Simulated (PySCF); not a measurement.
# NMR problem set

A single conformation, isolated molecule, relativity neglected, one averaged value for each set of equivalent atoms. PBE0/pcSseg-1 with gauge-including orbitals; structure optimised with GFN2-xTB; PySCF 2.14.0 with density-fitted response routines.

Referencing at the same level of theory: 1H, 13C against TMS. Splittings of carbon signals by F and P are missing where no couplings were computed. Where no couplings were computed, multiplicities follow the n + 1 count of equivalent neighbours, and m marks all less simple cases (inequivalent or close neighbours, rings, F or P nearby). Shifts are as computed. Against solution values, carbons near 30 ppm lie about +3 ppm off and those near 130 ppm about +5 ppm. Of 1309 compounds with measured shifts, 239 miss one by over three times the rms of a fit or turn the order of signals round; such compounds aren't used in these exercises.

(1) C₃H₉OPSi₃. 1H NMR (400 MHz, computed): δ 4.90 (m, 1H), 4.22 (s, 3H), 3.66 (m, 3H), 1.19 (m, 2H). 13C{1H} NMR (computed): δ 223.6 (C), 114.4 (C), 111.3 (C). Identify the compound.

(2) C₆H₉NO₂Si. 1H NMR (400 MHz, computed): δ 5.62 (q, 1H), 4.59 (s, 2H), 2.74 (s, 3H), 2.17 (d, 3H). 13C{1H} NMR (computed): δ 243.7 (C), 134.6 (C), 129.2 (CH), 118.9 (C), 42.1 (CH3), 17.3 (CH3). Identify the compound.

Answers

(1) SMILES C(=O)([SiH3])C#C[Si@H]([SiH3])P. 3 carbon signals for 3 carbons: no two carbons are equivalent. Carbon types of the structure: 3 × C, leaving 9 H on heteroatoms. δC 223.6: carbonyl carbon. δC 114.4, 111.3: alkyne carbon. δH 4.90: hydrogen on a silicon bonded to C, P, Si. δH 1.19: hydrogen on a phosphorus bonded to Si.

This is the structure that produced the data.

(2) SMILES C/C=C(\C#N)O[SiH2]C(C)=O. Rings plus π bonds: 4 (no ring in the answer). 6 carbon signals for 6 carbons: no two carbons are equivalent. Carbon types of the structure: 3 × C, 1 × CH, 2 × CH3, leaving 2 H on heteroatoms. δC 243.7: carbonyl carbon. δC 134.6: alkene carbon bearing oxygen; the olefinic region. δC 129.2: β carbon of an enol-ether or enamine type C=C. δC 118.9: nitrile carbon; this is the usual window of a C≡N carbon, which has no attached hydrogen.

The data come from this structure; uniqueness wasn't tested.
